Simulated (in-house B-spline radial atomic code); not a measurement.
A fraction x of an electron is moved 5p → 5d in Pr3+, starting from [Xe] 4f2 and keeping the highest spin. Method: scalar-relativistic (X2C) revTPSS, spin-polarised, spherical fractional occupations, Fermi nucleus of rms radius 4.8919 fm. Calculated with a B-spline radial code for spherical atoms.

```
    x  E(x) - E(0) (eV)  5p down level (eV)  5d up level (eV)
    0            0.0000             -46.828                 -
0.125            2.8596             -46.930           -24.122
 0.25            5.7021             -47.025           -24.355
0.375            8.5271             -47.114           -24.584
  0.5           11.3344             -47.196           -24.810
0.625           14.1234             -47.271           -25.034
 0.75                 ?                   ?                 ?
0.875                 ?                   ?                 ?
    1           22.3758             -47.456           -25.685
```

Question: What belongs in the row x = 0.75?

Answer: An energy change of 16.8936 eV; 5p down at -47.339 eV, 5d up at -25.254 eV.

Question: What belongs in the row x = 0.875?

Answer: An energy change of 19.6445 eV; 5p down at -47.401 eV, 5d up at -25.471 eV.

Question: Check Janak's theorem between x = 0.125 and 0.25.

Answer: The slope of the energy is 22.74 eV; the orbital levels give 22.74 eV (ε of the receiving orbital less ε of the emptying one, averaged over the two points).
